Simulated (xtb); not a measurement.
C3H3N2 (SMILES [c]1ncc[nH]1), doublet, from a rough starting geometry; GFN2-xTB (xtb).

xtb was given this input:
```
$ xtb mol.xyz --gfn 2 --uhf 1 --opt vtight --json

# file mol.xyz
8

C      0.51728226    -1.34899119     0.17961744
N     -0.84690986    -1.30640803     0.13970384
C     -1.02248992     0.06268355     0.01456582
C      0.08079949     0.73103299    -0.07026356
N      1.03306335    -0.18500543     0.01273914
H     -2.13545597     0.38458898     0.07425365
H      0.28012807     1.79353965    -0.14498844
H      2.06500229     0.01010233    -0.09538113
```

Problem. What does xtb print? Leave out banner, timings and long lists.

Solution. 
```
   ID    Z sym.   atoms
    1    6 C      1, 3, 4
    2    7 N      2, 5
    3    1 H      6-8

           -------------------------------------------------
          |                Calculation Setup                |
           -------------------------------------------------

           -------------------------------------------------
          |                 G F N 2 - x T B                 |
           -------------------------------------------------

          ...................................................
          :                      SETUP                      :
          :.................................................:
          :  # basis functions                  23          :
          :  # atomic orbitals                  23          :
          :  # shells                           13          :
          :  # electrons                        25          :
          :  max. iterations                   250          :
          :  Hamiltonian                  GFN2-xTB          :
          :  restarted?                      false          :
          :  GBSA solvation                  false          :
          :  PC potential                    false          :
          :  electronic temp.          300.0000000     K    :
          :  accuracy                    1.0000000          :
          :  -> integral cutoff          0.2500000E+02      :
          :  -> integral neglect         0.1000000E-07      :
          :  -> SCF convergence          0.1000000E-05 Eh   :
          :  -> wf. convergence          0.1000000E-03 e    :
          :  Broyden damping             0.4000000          :
          :  net charge                          0          :
          :  unpaired electrons                  1          :
          ...................................................

 iter      E             dE          RMSdq      gap      omega  full diag
   1    -13.7971948 -0.137972E+02  0.439E+00    4.79       0.0  T
   2    -13.8562538 -0.590590E-01  0.296E+00    4.48       1.0  T
   3    -13.8622506 -0.599683E-02  0.171E+00    4.58       1.0  T
   4    -13.8617947  0.455878E-03  0.602E-01    4.54       1.0  T
   5    -13.8631693 -0.137458E-02  0.124E-01    4.56       1.0  T
   6    -13.8631589  0.103370E-04  0.681E-02    4.55       1.0  T
   7    -13.8631856 -0.266909E-04  0.240E-02    4.55       1.5  T
   8    -13.8631874 -0.180883E-05  0.892E-03    4.56       4.0  T
   9    -13.8631877 -0.233033E-06  0.381E-03    4.56       9.3  T
  10    -13.8631877 -0.456666E-07  0.221E-03    4.55      16.0  T
  11    -13.8631878 -0.301448E-07  0.334E-04    4.56     106.0  T
  12    -13.8631878 -0.439908E-09  0.128E-04    4.55     275.6  T

   *** convergence criteria satisfied after 12 iterations ***

         :::::::::::::::::::::::::::::::::::::::::::::::::::::
         ::                     SUMMARY                     ::
         :::::::::::::::::::::::::::::::::::::::::::::::::::::
         :: total energy             -13.653959414296 Eh    ::
         :: gradient norm              0.236508363740 Eh/a0 ::
         :: HOMO-LUMO gap              4.554989864777 eV    ::
         ::.................................................::
         :: SCC energy               -13.863187273252 Eh    ::
         :: -> isotropic ES            0.012387260710 Eh    ::
         :: -> anisotropic ES          0.004553832152 Eh    ::
         :: -> anisotropic XC          0.010671113582 Eh    ::
         :: -> dispersion             -0.004285869443 Eh    ::
         :: repulsion energy           0.209227858956 Eh    ::
         :: add. restraining           0.000000000000 Eh    ::
         :: total charge               0.000000000026 e     ::
         :::::::::::::::::::::::::::::::::::::::::::::::::::::

      -----------------------------------------------------------
     |                   =====================                   |
     |                        A N C O P T                        |
     |                   =====================                   |
     |               Approximate Normal Coordinate               |
     |                Rational Function Optimizer                |
      -----------------------------------------------------------
      -----------------------------------------------------------
     |                   =====================                   |
     |                        A N C O P T                        |
     |                   =====================                   |
     |               Approximate Normal Coordinate               |
     |                Rational Function Optimizer                |
      -----------------------------------------------------------

          ...................................................
          :                      SETUP                      :
          :.................................................:
          :   optimization level         verytight          :
          :   max. optcycles                   200          :
          :   ANC micro-cycles                  20          :
          :   degrees of freedom                18          :
          :.................................................:
          :   RF solver                   davidson          :
          :   write xtbopt.log                true          :
          :   linear?                        false          :
          :   energy convergence         0.1000000E-06 Eh   :
          :   grad. convergence          0.2000000E-03 Eh/α :
          :   maxmium RF displ.          1.0000000          :
          :   Hlow (freq-cutoff)         0.1000000E-01      :
          :   Hmax (freq-cutoff)         5.0000000          :
          :   S6 in model hess.         20.0000000          :
          ...................................................

generating ANC from exact Hessian ...
Using Lindh-Hessian (1995)
 Shifting diagonal of input Hessian by    0.0000000000000000
 Lowest  eigenvalues of input Hessian
[...]
 * total energy  :   -13.6539594 Eh     change       -0.1285194E-09 Eh
 * total energy  :   -13.6752280 Eh     change       -0.2126857E-01 Eh
 * total energy  :   -13.6792453 Eh     change       -0.4017340E-02 Eh
 * total energy  :   -13.6795024 Eh     change       -0.2570515E-03 Eh
 * total energy  :   -13.6795348 Eh     change       -0.3237354E-04 Eh
 * total energy  :   -13.6795412 Eh     change       -0.6427739E-05 Eh
 * total energy  :   -13.6795422 Eh     change       -0.1053868E-05 Eh
 * total energy  :   -13.6795424 Eh     change       -0.2034636E-06 Eh
 * total energy  :   -13.6795425 Eh     change       -0.1816627E-07 Eh
   *** GEOMETRY OPTIMIZATION CONVERGED AFTER 9 ITERATIONS ***
[...]
   1    -13.8814702 -0.138815E+02  0.956E-05    4.25       0.0  T
   2    -13.8814702  0.294857E-10  0.103E-04    4.25     342.6  T
   3    -13.8814702 -0.995168E-10  0.216E-05    4.25    1638.5  T

   *** convergence criteria satisfied after 3 iterations ***

         :::::::::::::::::::::::::::::::::::::::::::::::::::::
         ::                     SUMMARY                     ::
         :::::::::::::::::::::::::::::::::::::::::::::::::::::
         :: total energy             -13.679542455013 Eh    ::
         :: gradient norm              0.000035353959 Eh/a0 ::
         :: HOMO-LUMO gap              4.253118794461 eV    ::
         ::.................................................::
         :: SCC energy               -13.881469681929 Eh    ::
         :: -> isotropic ES            0.010072642735 Eh    ::
         :: -> anisotropic ES          0.003318713717 Eh    ::
         :: -> anisotropic XC          0.010413969728 Eh    ::
         :: -> dispersion             -0.004333201579 Eh    ::
         :: repulsion energy           0.201927226916 Eh    ::
         :: add. restraining           0.000000000000 Eh    ::
         :: total charge               0.000000000010 e     ::
         :::::::::::::::::::::::::::::::::::::::::::::::::::::

           -------------------------------------------------
          |                Property Printout                |
           -------------------------------------------------

    * Orbital Energies and Occupations

         #    Occupation            Energy/Eh            Energy/eV
      -------------------------------------------------------------
         1        2.0000           -0.6892401             -18.7552
         2        2.0000           -0.6399687             -17.4144
         3        2.0000           -0.6263652             -17.0443
         4        2.0000           -0.5833151             -15.8728
         5        2.0000           -0.5744297             -15.6310
         6        2.0000           -0.5468482             -14.8805
         7        2.0000           -0.5338020             -14.5255
         8        2.0000           -0.4907569             -13.3542
         9        2.0000           -0.4829778             -13.1425
        10        2.0000           -0.4351423             -11.8408
        11        2.0000           -0.3926304             -10.6840
        12        2.0000           -0.3912830             -10.6474
        13        1.0000           -0.3563615              -9.6971 (HOMO)
        14                         -0.2000622              -5.4440 (LUMO)
        15                         -0.1697613              -4.6194
        16                          0.0236290               0.6430
        17                          0.1289681               3.5094
        18                          0.1704170               4.6373
        19                          0.2194587               5.9718
        20                          0.2797061               7.6112
        21                          0.4045728              11.0090
        22                          0.5111404              13.9088
        23                          0.6322746              17.2051
      -------------------------------------------------------------
                  HL-Gap            0.1562992 Eh            4.2531 eV
             Fermi-level           -0.3259655 Eh           -8.8700 eV

     #   Z          covCN         q      C6AA      α(0)
     1   6 C        2.276     0.046    28.743     8.695
     2   7 N        1.919    -0.217    26.567     7.642
     3   6 C        3.173     0.021    27.163     8.513
     4   6 C        3.055    -0.019    28.432     8.745
     5   7 N        2.809    -0.077    22.739     7.082
     6   1 H        0.926     0.046     2.374     2.409
     7   1 H        0.926     0.036     2.500     2.473
     8   1 H        0.860     0.165     1.302     1.787

 Mol. C6AA /au·bohr⁶  :        903.429841
 Mol. C8AA /au·bohr⁸  :      21553.029307
 Mol. α(0) /au        :         47.346485

Wiberg/Mayer (AO) data.
largest (>0.10) Wiberg bond orders for each atom

 ---------------------------------------------------------------------------
     #   Z sym  total        # sym  WBO       # sym  WBO       # sym  WBO
 ---------------------------------------------------------------------------
     1   6 C    3.315 --     2 N    1.762     5 N    1.304     4 C    0.134
     2   7 N    3.132 --     1 C    1.762     3 C    1.207
     3   6 C    3.958 --     4 C    1.613     2 N    1.207     6 H    0.966
     4   6 C    3.934 --     3 C    1.613     5 N    1.168     7 H    0.970
                             1 C    0.134
     5   7 N    3.582 --     1 C    1.304     4 C    1.168     8 H    0.945
     6   1 H    0.998 --     3 C    0.966
     7   1 H    0.999 --     4 C    0.970
     8   1 H    0.973 --     5 N    0.945
 ---------------------------------------------------------------------------

Topologies differ in total number of bonds
Writing topology from bond orders to xtbtopo.mol

molecular dipole:
                 x           y           z       tot (Debye)
 q only:        0.650       0.569      -0.078
   full:        1.070       0.926      -0.128       3.611
molecular quadrupole (traceless):
                xx          xy          yy          xz          yz          zz
 q only:        2.872      -1.397      -1.867       0.022       0.160      -1.005
  q+dip:        5.137      -1.809      -3.250      -0.035       0.240      -1.887
   full:        4.103      -2.429      -3.305       0.103       0.374      -0.798

optimized geometry written to: xtbopt.xyz

           -------------------------------------------------
          | TOTAL ENERGY              -13.679542455013 Eh   |
          | GRADIENT NORM               0.000035353959 Eh/α |
          | HOMO-LUMO GAP               4.253118794461 eV   |
           -------------------------------------------------

normal termination of xtb
```
